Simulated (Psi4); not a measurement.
phenol (C6H6O), singlet, at a GFN2-xTB geometry; B3LYP/6-31+G* (Psi4).

Input for Psi4:
```
memory 2 GB

molecule mol {
0 1
O     2.259293   -0.298921   -0.287124
C     0.922449   -0.110505   -0.112051
C     0.057277   -1.125493   -0.508917
C    -1.305203   -0.969555   -0.346681
C    -1.818898    0.191280    0.209001
C    -0.958327    1.200128    0.603423
C     0.408383    1.053884    0.445251
H     2.742043    0.474912    0.027424
H     0.473875   -2.022158   -0.939484
H    -1.971602   -1.760747   -0.656584
H    -2.884621    0.308340    0.333696
H    -1.349204    2.108621    1.037557
H     1.081075    1.843962    0.754228
}

set {
  basis 6-31+g*
  reference rks
}

energy('b3lyp')
print_variables()
```

**Question.** What does Psi4 print? Leave out banner, timings and long lists.

**Answer.** 
```
   => Loading Basis Set <=

    Name: 6-31+G*
    Role: ORBITAL
    Keyword: BASIS

         ---------------------------------------------------------
                                   SCF
               by Justin Turney, Rob Parrish, Andy Simmonett
                          and Daniel G. A. Smith
                              RKS Reference
         ---------------------------------------------------------

  ==> Geometry <==

    Molecular point group: c1
    Full point group: C1

    Geometry (in Angstrom), charge = 0, multiplicity = 1:

       Center              X                  Y                   Z               Mass
    ------------   -----------------  -----------------  -----------------  -----------------
         O            2.239280603587    -0.288883330427    -0.281264720212    15.994914619570
         C            0.902436603587    -0.100467330427    -0.106191720212    12.000000000000
         C            0.037264603587    -1.115455330427    -0.503057720212    12.000000000000
         C           -1.325215396413    -0.959517330427    -0.340821720212    12.000000000000
         C           -1.838910396413     0.201317669573     0.214860279788    12.000000000000
         C           -0.978339396413     1.210165669573     0.609282279788    12.000000000000
         C            0.388370603587     1.063921669573     0.451110279788    12.000000000000
         H            2.722030603587     0.484949669573     0.033283279788     1.007825032230
         H            0.453862603587    -2.012120330427    -0.933624720212     1.007825032230
         H           -1.991614396413    -1.750709330427    -0.650724720212     1.007825032230
         H           -2.904633396413     0.318377669573     0.339555279788     1.007825032230
         H           -1.369216396413     2.118658669573     1.043416279788     1.007825032230
         H            1.061062603587     1.853999669573     0.760087279788     1.007825032230

  Running in c1 symmetry.

  Rotational constants: A =      0.19114  B =      0.08830  C =      0.06040 [cm^-1]
  Rotational constants: A =   5730.36048  B =   2647.23113  C =   1810.73384 [MHz]
  Nuclear repulsion =  272.630542306750158

  Charge       = 0
  Multiplicity = 1
  Electrons    = 50
  Nalpha       = 25
  Nbeta        = 25

  ==> Algorithm <==

  SCF Algorithm Type is DF.
  DIIS enabled.
  MOM disabled.
  Fractional occupation disabled.
  Guess Type is SAD.
  Energy threshold   = 1.00e-06
  Density threshold  = 1.00e-06
  Integral threshold = 1.00e-12

  ==> Primary Basis <==

  Basis Set: 6-31+G*
    Blend: 6-31+G*
    Number of shells: 68
    Number of basis functions: 145
    Number of Cartesian functions: 145
    Spherical Harmonics?: false
    Max angular momentum: 2

  ==> DFT Potential <==

   => LibXC <=

    Version 7.1.2
    S. Lehtola, C. Steigemann, M. J. T. Oliveira, and M. A. L. Marques,  SoftwareX 7, 1–5 (2018) (10.1016/j.softx.2017.11.002)

   => Composite Functional: B3LYP <=

    B3LYP Hyb-GGA Exchange-Correlation Functional

    P. J. Stephens, F. J. Devlin, C. F. Chabalowski, and M. J. Frisch,  J. Phys. Chem. 98, 11623 (1994) (10.1021/j100096a001)

    Deriv               =              1
    GGA                 =           TRUE
    Meta                =          FALSE

    Exchange Hybrid     =           TRUE
    MP2 Hybrid          =          FALSE

   => Exchange Functionals <=

    0.0800   Slater exchange
    0.7200         Becke 88

   => Exact (HF) Exchange <=

    0.2000               HF

   => Correlation Functionals <=

    0.1900   Vosko, Wilk & Nusair (VWN5_RPA)
    0.8100   Lee, Yang & Parr

   => LibXC Density Thresholds  <==

    XC_HYB_GGA_XC_B3LYP:  1.00E-15

   => Molecular Quadrature <=

    Radial Scheme          =       TREUTLER
    Pruning Scheme         =           NONE
    Nuclear Scheme         =       TREUTLER

    Blocking Scheme        =         OCTREE
    BS radius alpha        =              1
    Pruning alpha          =              1
    Radial Points          =             75
    Spherical Points       =            302
    Total Points           =         277546
    Total Blocks           =           2105
    Max Points             =            256
    Max Functions          =            144
    Weights Tolerance      =       1.00E-15

   => Loading Basis Set <=

    Name: (6-31+G* AUX)
    Role: JKFIT
    Keyword: DF_BASIS_SCF

  ==> Integral Setup <==

  SCF_SUBTYPE=INCORE selected. In-core MEM_DF algorithm will be used.
  Using in-core AOs.

  ==> MemDFJK: Density-Fitted J/K Matrices <==

    J tasked:                   Yes
    K tasked:                   Yes
    wK tasked:                   No
    Algorithm:                 Core
    Schwarz Cutoff:           1E-12
    Mask sparsity (%):       0.8751
    Fitting Condition:        1E-10

   => Auxiliary Basis Set <=

  Basis Set: (6-31+G* AUX)
    Blend: HEAVY-AUG-CC-PVDZ-JKFIT
    Number of shells: 250
    Number of basis functions: 857
    Number of Cartesian functions: 857
    Spherical Harmonics?: false
    Max angular momentum: 3

  Minimum eigenvalue in the overlap matrix is 5.1357637554E-06.
  Reciprocal condition number of the overlap matrix is 4.0494827058E-07.
    Using symmetric orthogonalization.

  ==> Pre-Iterations <==

  SCF Guess: Superposition of Atomic Densities via on-the-fly atomic UHF (no occupation information).

   -------------------------
    Irrep   Nso     Nmo
   -------------------------
     A        145     145
   -------------------------
    Total     145     145
   -------------------------

  ==> Iterations <==

                           Total Energy        Delta E     RMS |[F,P]|

   @DF-RKS iter SAD:  -306.98920414735790   -3.06989e+02   0.00000e+00
   @DF-RKS iter   1:  -306.85886194266516    1.30342e-01   7.31824e-03 DIIS/ADIIS
   @DF-RKS iter   2:  -306.37108054456525    4.87781e-01   9.79185e-03 DIIS/ADIIS
   @DF-RKS iter   3:  -307.47525223166298   -1.10417e+00   6.04680e-04 DIIS/ADIIS
   @DF-RKS iter   4:  -307.47436133180111    8.90900e-04   6.65666e-04 DIIS/ADIIS
   @DF-RKS iter   5:  -307.47880662098851   -4.44529e-03   1.34213e-04 DIIS/ADIIS
   @DF-RKS iter   6:  -307.47898744357263   -1.80823e-04   5.23624e-05 DIIS
   @DF-RKS iter   7:  -307.47901523666377   -2.77931e-05   6.63146e-06 DIIS
   @DF-RKS iter   8:  -307.47901556859739   -3.31934e-07   3.72111e-06 DIIS
   @DF-RKS iter   9:  -307.47901571624811   -1.47651e-07   6.15050e-07 DIIS
  Energy and wave function converged.

  ==> Post-Iterations <==

   Electrons on quadrature grid:
      Ntotal   =   50.0000020598 ; deviation = 2.060e-06

    Orbital Energies [Eh]
    ---------------------

    Doubly Occupied:

[...]
      25A     -0.231765

    Virtual:

[...]
    Final Occupation by Irrep:
              A
    DOCC [    25 ]
    NA   [    25 ]
    NB   [    25 ]

  @DF-RKS Final Energy:  -307.47901571624811

   => Energetics <=

    Nuclear Repulsion Energy =            272.6305423067501579
    One-Electron Energy =                -955.1863042437443028
    Two-Electron Energy =                 410.1799066096767774
    DFT Exchange-Correlation Energy =     -35.1031603889307249
    Empirical Dispersion Energy =           0.0000000000000000
    VV10 Nonlocal Energy =                  0.0000000000000000
    Total Energy =                       -307.4790157162481137

Computation Completed

Properties will be evaluated at   0.000000,   0.000000,   0.000000 [a0]

Properties computed using the SCF density matrix

 Multipole Moments:

 ------------------------------------------------------------------------------------
     Multipole            Electronic (a.u.)      Nuclear  (a.u.)        Total (a.u.)
 ------------------------------------------------------------------------------------

 L = 1.  Multiply by 2.5417464519 to convert [e a0] to [Debye]
 Dipole X            :          1.9305077           -1.8909050            0.0396027
 Dipole Y            :         -0.4412674            0.9484148            0.5071474
 Dipole Z            :         -0.3287353            0.5536236            0.2248883
 Magnitude           :                                                    0.5561848

 ------------------------------------------------------------------------------------

  Variable Map:
  ----------------------------------------------------------------------------
[...]
  Array Variable Map:
  ----------------------------------------------------------------------------
[...]
[...]
```
